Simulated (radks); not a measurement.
Mo2.5+, 39.5 electrons, occupied as [Kr] 4d2.5 5s1 (fractional occupations, a model configuration). All-electron calculation, scalar-relativistic Kohn-Sham, PBE, spin-unpolarised, spherical densities, finite nucleus; Fermi nuclear charge, rms radius 4.4091 fm. Program: a radial shooting solver on a logarithmic mesh with Libxc functionals.

X-ray form factor f0, the Fourier transform of the density (f0(0) = 39.5):

| sin(theta)/lambda (1/angstrom) | f0 (electrons) |
|---|---|
| 0.05 | 38.916 |
| 0.1 | 37.347 |
| 0.15 | 35.204 |
| 0.2 | 32.870 |
| 0.25 | 30.581 |
| 0.3 | 28.444 |
| 0.4 | 24.764 |
| 0.5 | 21.873 |
| 0.6 | 19.592 |
| 0.8 | 15.981 |
| 1 | 12.937 |
| 1.25 | 9.892 |
| 1.5 | 7.832 |
| 2 | 5.805 |
